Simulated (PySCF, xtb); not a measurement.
Sb2, SMILES [Sb]#[Sb].

xtb with GFN2-xTB at its own geometry gives an orbital gap of 1.39 eV and a dipole moment of 0.00 D.

Geometry: B3LYP-D3(BJ)/def2-TZVP. The def2 effective core potentials stand for the cores of Sb; spin–orbit coupling is left out.

### Question
What does PySCF with PBE/def2-TZVPD give? (An estimate is asked for; the answer gives what the named calculation found.)

### Answer
gap 2.31 eV (levels -5.79 and -3.47 eV), dipole 0.00 D.
